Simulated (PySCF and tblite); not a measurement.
Values are calculated unless marked as measured or tabulated.
Barrier and rate of a ring inversion

System: C7H8, numbered as in [CH:1]1=[CH:2][CH:3]=[CH:4][CH2:5][CH:6]=[CH:7]1.

Motion: inversion of the 7-membered ring (1–2–3–4–5–6–7). The path came from a restrained scan, a climbing-image band and a saddle search at GFN2-xTB; energies are BP86/pcSseg-1 + D3(BJ)//GFN2-xTB, thermal terms GFN2-xTB. Rates follow Eyring's equation with the number of equivalent paths and no tunnelling. Shieldings: GIAO at the same DFT level; methyl-like tops are averaged, other torsions stay as in the two minima; line shapes leave out couplings; of unlike H on one atom, [a] is the less shielded. Run with tblite and PySCF.

| point | symmetry | E(GFN2) kcal/mol | E(DFT) kcal/mol | ZPE change kcal/mol | lowest mode cm⁻¹ | dipole D |
| --- | --- | --- | --- | --- | --- | --- |
| start | Cs | 0.0 | 0.0 | 0.00 | 209 | 0.34 |
| saddle | C2v | 7.0 | 6.4 | 0.02 | 113i | 0.62 |
| end | Cs | 0.0 | 0.0 | 0.00 | 209 | 0.34 |

```
Electronic barrier                                      : 6.4 kcal/mol
Barrier with zero-point energy                          : 6.4 kcal/mol
ΔH‡ (298 K)                                             : 6.0 kcal/mol
ΔS‡ (298 K, symmetry apart)                             : -1.8 cal/(mol K)
Paths                                                   : 1 equivalent path
End point                                               : the same structure with atoms interchanged, or its mirror image
Mean lifetime of the start against this motion at 298 K : 11 ns
Cost                                                    : 64 s on 1 thread of Intel Xeon Platinum 8375C @ 2.90GHz, shared host (rough), peak memory 0.58 GiB, launched as `OMP_NUM_THREADS=1 python ens_run.py task.json out`
```

```csv
T/K,ΔG‡ kcal/mol,k s⁻¹
150,6.4,1470
200,6.4,3.8×10⁵
250,6.5,1.1×10⁷
298,6.6,9.3×10⁷
350,6.7,4.9×10⁸
400,6.8,1.6×10⁹
500,7.1,8.6×10⁹
```

ΔG and ΔG‡ leave out symmetry numbers and mirror images; rates count paths: 1 out.

Sites that the motion interchanges:

```json
{"nucleus": "¹H", "site": "H on C5 [a]", "ppm": "3.15", "scale": "δ against TMS"}
{"nucleus": "¹H", "site": "H on C5 [b]", "ppm": "1.16", "scale": "δ against TMS"}
```

```csv
nucleus,sites,¹H MHz,spread Hz,coalescence K,k there s⁻¹
¹H,H on C5 [a] / H on C5 [b],200,398,147,890
¹H,H on C5 [a] / H on C5 [b],250,498,148,1100
¹H,H on C5 [a] / H on C5 [b],270,538,149,1210
```

Coalescence temperatures outside 150 to 500 K extrapolate the thermal terms and ignore freezing or boiling of a solvent.
